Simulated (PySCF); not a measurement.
## How methods differ on the ionisation energy of Pt

Pt [Xe] 4f14 5d9 6s1 (3D) → Pt+ [Xe] 4f14 5d9 (2D), as a difference of total energies. Computed with PySCF 2.14 in cc-pVDZ-PP with ECP60MDF, with scalar relativity through the core potential. Correlated levels: valence: 5s2 5p6 frozen. The calculations carry no spin-orbit coupling.

```
           method  ionisation energy (eV)  difference from reference (eV)
              UHF                   7.577                          -1.382
            B3LYP                   9.242                          +0.283
    MP2 (valence)                   8.666                          -0.293
SCS-MP2 (valence)                   8.491                          -0.468
```

Reference: 8.959 eV (measured; NIST Atomic Spectra Database, ionization energies).

The reference lies between the lowest fine-structure levels, while these numbers refer to the centres of the terms.

Errors of the correlated levels include the incompleteness of this basis and the frozen core.
